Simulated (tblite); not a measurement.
C7H12 (charge +1 and doublet state).
Structure used (GFN2-xTB), in Å, numbered top down from 1:
```xyz
19
C7H12 angstrom
C      3.7534    0.6266   -0.5876
C      2.7636    0.1955    0.1095
C      1.7591   -0.2923    0.8138
C      0.5588   -0.9228    0.2189
C     -0.5960    0.0932    0.4120
C     -1.8512   -0.4535   -0.2836
C     -2.9571    0.5780   -0.1407
H      4.4383   -0.0324   -1.1069
H      3.9843    1.6798   -0.6874
H      1.7813   -0.2099    1.8949
H      0.3016   -1.8417    0.7473
H      0.7050   -1.1373   -0.8391
H     -0.7878    0.2367    1.4754
H     -0.3263    1.0548   -0.0273
H     -2.1339   -1.3965    0.1857
H     -1.6531   -0.6411   -1.3393
H     -3.1821    0.7807    0.9029
H     -2.7154    1.5142   -0.6401
H     -3.8525    0.1773   -0.6213
```

All values are computed: GFN2-xTB (tblite) harmonic vibrations without scaling, gas phase. Against measured fundamentals such values can be off by several per cent, at times by over 20. One conformer, not necessarily the lowest. Open shells enter through the occupations alone, without spin polarisation, and single modes of such species can be off by tens of per cent.

Harmonic wavenumbers (cm⁻¹): 42.1, 64.7, 90.0, 169.9, 194.0, 218.9, 301.3, 324.3, 366.2, 500.0, 514.5, 771.3, 786.4, 814.2, 824.4, 856.1, 896.7, 923.7, 962.9, 987.8, 1002.1, 1046.5, 1077.0, 1114.7, 1142.3, 1178.3, 1195.3, 1216.9, 1225.2, 1258.0, 1281.6, 1340.5, 1347.3, 1364.6, 1441.2, 1456.1, 1460.5, 1465.8, 1868.4, 2965.5, 2984.3, 2990.1, 2998.2, 3002.7, 3006.4, 3013.4, 3018.6, 3024.9, 3027.6, 3032.7, 3053.9.

A = 7823, B = 936.8, C = 901.3 MHz; mass 96.094 u (most abundant isotopes); point group C1, symmetry number 1; spin multiplicity 2.

Problem. What is the zero-point energy?

Solution. ½Σν̃ = 35605 cm⁻¹ = 101.80 kcal/mol.

Problem. Entropy at 298.15 K, 1 bar (ideal gas, RRHO, classical rotation)?

Solution. Translation 39.63, rotation 28.28, vibration 26.97, spin (R ln 2) 1.38: S = 96.3 cal/(mol K).

Problem. And Cp and H(298.15 K) − H(0)?

Solution. Cp = 35.06 cal/(mol K), of which vibrations give 27.12 (their classical limit is 51 R = 101.3); H(298.15 K) − H(0) = 6.49 kcal/mol without the zero-point energy, 4.12 from vibrations.

Problem. What must be added to the electronic energy to get the Gibbs energy at 298.15 K and 1 bar?

Solution. ZPE + [H(298.15 K) − H(0)] − T·S = 101.80 + 6.49 − 28.70 = 79.59 kcal/mol.

Problem. How do the functions run with temperature in this model?

Solution. 
```
T (K)  S (cal/(mol K))  Cp (cal/(mol K))  H − H(0) (kcal/mol)  G − H(0) (kcal/mol)  ln q(vib)
  150             77.4              22.1                 2.30                -9.30       3.09
  250             90.5              30.4                 4.91               -17.72       5.50
  400            108.0              44.9                10.57               -32.62       8.99
  600            129.3              60.6                21.22               -56.38      13.63
  900            157.1              76.0                41.90               -99.47      20.33
```

q(vib) and H(0) count from the zero-point level.

Problem. Which modes carry the vibrational entropy at 298.15 K?

Solution. 42.1 cm⁻¹: 5.16; 64.7 cm⁻¹: 4.31; 90.0 cm⁻¹: 3.66; 169.9 cm⁻¹: 2.44; 194.0 cm⁻¹: 2.19; 218.9 cm⁻¹: 1.97 cal/(mol K); the other 45 give 7.25 together.

Hindered rotation and anharmonicity are outside this model. Other conformers, if any are populated, would add a mixing term that is left out. The structure is chiral; the term R ln 2 for an equal mix with its mirror image is left out.
